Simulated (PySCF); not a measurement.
# Substituent chemical shifts

Parent skeleton `[N:1]#[C:2][SiH:3]1[SiH2:4][CH2:5][SiH2:6]1`; one hydrogen on atom 3 is replaced by X. Hydrogens on one atom are averaged.

[PySCF: geometry from GFN2-xTB; GIAO PBE0/pcSseg-1 shieldings; a single conformation; rapidly exchanging positions averaged; no relativistic terms; isolated molecule]

Scale: 15N (267.73 ppm) vs NH3; 13C (186.93 ppm), 29Si (349.16 ppm), 1H (31.72 ppm) vs TMS (reference shieldings calculated alike).

Parent (X = H): N1 378.8, C2 122.0, Si3 -67.7, Si4/Si6 -48.7, C5 -7.2, H(Si4)/H(Si6) 4.86, H(C5) 0.90 ppm. Effects are Δδ = δ(X) − δ(H), positive for deshielding.

Known members:
| X | N1 | C2 | Si3 | Si4/Si6 | C5 | H(Si4)/H(Si6) | H(C5) |
| --- | --- | --- | --- | --- | --- | --- | --- |
| CH2OCH3 | -3.4 | +1.6 | +40.0 | +4.0 | -2.4 | -0.03 | -0.23 |

Four more derivatives gave (Δδ, ppm):
```json
{"compound": "1", "N1": "-6.9", "C2": "+1.8", "Si3": "+76.4", "Si4/Si6": "+13.1", "C5": "-4.9", "H(Si4)/H(Si6)": "+0.06", "H(C5)": "-0.12"}
{"compound": "2", "N1": "-9.7", "C2": "+4.2", "Si3": "+70.9", "Si4/Si6": "+7.3", "C5": "-8.1", "H(Si4)/H(Si6)": "-0.02", "H(C5)": "-0.40"}
{"compound": "3", "N1": "-1.4", "C2": "+1.2", "Si3": "+10.7", "Si4/Si6": "+4.0", "C5": "-0.6", "H(Si4)/H(Si6)": "+0.00", "H(C5)": "-0.02"}
{"compound": "4", "N1": "-3.2", "C2": "+0.5", "Si3": "+56.9", "Si4/Si6": "+10.0", "C5": "-2.7", "H(Si4)/H(Si6)": "+0.04", "H(C5)": "-0.10"}
```

Q: Their substituents are CHO, OCOCH3, OH, SSiH3. Which is which?

A: 1: X = OCOCH3 (CC(=O)O[Si]1(C#N)[SiH2]C[SiH2]1); 2: X = OH (N#C[Si]1(O)[SiH2]C[SiH2]1); 3: X = CHO (N#C[Si]1(C=O)[SiH2]C[SiH2]1); 4: X = SSiH3 (N#C[Si]1(S[SiH3])[SiH2]C[SiH2]1).

Experimental scales use liquid or dissolved standards, which lie at an offset from isolated NH3 (liquid NH3: subtract about 20 ppm). Unscaled 15N shifts of sp2 nitrogen come out 20 to 40 ppm too high even then.
